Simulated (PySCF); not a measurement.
A side-by-side comparison of computed properties.

First species: C8H6BrN.
Numbering: `[Br:1][c:2]1[cH:3][cH:4][cH:5][c:6]2[cH:7][cH:8][nH:9][c:10]12` (hydrogens: H11 on C3; H12 on C4; H13 on C5; H14 on C7; H15 on C8; H16 on N9)

Cartesian coordinates in Å at the PBE0-D3(BJ)/def2-SVP level; atoms count from 1:
```xyz
16
C8H6BrN angstrom
Br    -0.6192    2.4224   -0.3291
C     -0.8396    0.5483   -0.4206
C     -2.0943   -0.0345   -0.4916
C     -2.2178   -1.4361   -0.5592
C     -1.1064   -2.2650   -0.5569
C      0.1732   -1.6896   -0.4850
C      1.5117   -2.2037   -0.4601
C      2.3543   -1.1243   -0.3803
N      1.6186    0.0348   -0.3542
C      0.2902   -0.2741   -0.4165
H     -2.9830    0.5985   -0.4951
H     -3.2186   -1.8698   -0.6147
H     -1.2221   -3.3497   -0.6104
H      1.8113   -3.2484   -0.4970
H      3.4412   -1.0909   -0.3393
H      1.9816    0.9761   -0.2978
```

Second species: C4H11OP.
Numbering: `[CH3:1][CH2:2][PH:3](=[O:4])[CH2:5][CH3:6]` (hydrogens: H7, H8, H9 on C1; H10, H11 on C2; H12 on P3; H13, H14 on C5; H15, H16, H17 on C6)

Structure used (PBE0-D3(BJ)/def2-SVP), in Å, numbered top down from 1:
```xyz
17
C4H11OP angstrom
C     -2.306    0.280   -0.097
C     -1.485   -0.948    0.263
P      0.281   -0.874   -0.180
O      1.045   -2.135    0.072
C      0.972    0.589    0.662
C      2.480    0.674    0.466
H     -1.994    1.166    0.476
H     -3.373    0.114    0.113
H     -2.218    0.526   -1.168
H     -1.518   -1.166    1.344
H     -1.864   -1.854   -0.239
H      0.228   -0.448   -1.549
H      0.455    1.495    0.304
H      0.724    0.473    1.731
H      2.740    0.847   -0.590
H      2.912    1.495    1.057
H      2.954   -0.270    0.773
```

Levels: CAM-B3LYP/def2-SVPD for dipole moment, HOMO energy, LUMO energy, HOMO–LUMO gap, static isotropic polarisability and electronic spatial extent ⟨r²⟩ about the centre of nuclear charge; TDDFT CAM-B3LYP/def2-SVPD for lowest singlet excitation; PBE0-D3(BJ)/def2-SVP for rotational constant A and rotational constant C. Geometries: PBE0-D3(BJ)/def2-SVP. Each structure is a single optimised conformer of the isolated species, non-relativistic unless stated; the electronic structure was computed with PySCF and density fitting.

Dipoles, sizes and rotational constants follow the conformer. The torsions of the flexible species, by atom-mapped SMILES:
- `[CH3:1][CH2:2][PH:3](=[O:4])[CH2:5][CH3:6]`: C1–C2–P3–O4 -175°, C2–P3–C5–C6 175°

Values for the first species:

```
Dipole moment                                                     : 1.53 D
HOMO energy                                                       : -7.36 eV
LUMO energy                                                       : 0.26 eV
HOMO–LUMO gap                                                     : 7.62 eV
Lowest singlet excitation                                         : 4.90 eV
Static isotropic polarisability                                   : 120.7 au
Electronic spatial extent ⟨r²⟩ about the centre of nuclear charge : 1964 bohr²
Rotational constant A                                             : 1.727 GHz
Rotational constant C                                             : 0.515 GHz
```

Estimate the same properties for the second species, and the change in each.

| property | first | second | second less first |
| --- | --- | --- | --- |
| dipole moment | 1.53 D | 4.56 D | +3.03 D |
| HOMO energy | -7.36 eV | -8.97 eV | -1.61 eV |
| LUMO energy | 0.26 eV | 1.12 eV | +0.86 eV |
| HOMO–LUMO gap | 7.62 eV | 10.09 eV | +2.47 eV |
| lowest singlet excitation | 4.90 eV | 7.28 eV | +2.38 eV |
| static isotropic polarisability | 120.7 au | 76.7 au | -44.0 au |
| electronic spatial extent ⟨r²⟩ about the centre of nuclear charge | 1964 bohr² | 904 bohr² | -1060 bohr² |
| rotational constant A | 1.727 GHz | 4.171 GHz | +2.444 GHz |
| rotational constant C | 0.515 GHz | 1.433 GHz | +0.918 GHz |

On the first: The principal polarisabilities are 68.9, 143.2 and 149.9 au; their mean is the isotropic value. No computed singlet falls in the visible range (750 to 380 nm, 1.65 to 3.26 eV); S1 lies 1.64 eV above its blue end. Relativistic effects, spin–orbit coupling among them, are left out although an element past zinc is present.

On the second: In atomic units the dipole is 1.80 e·bohr (1 au = 2.5417 D).
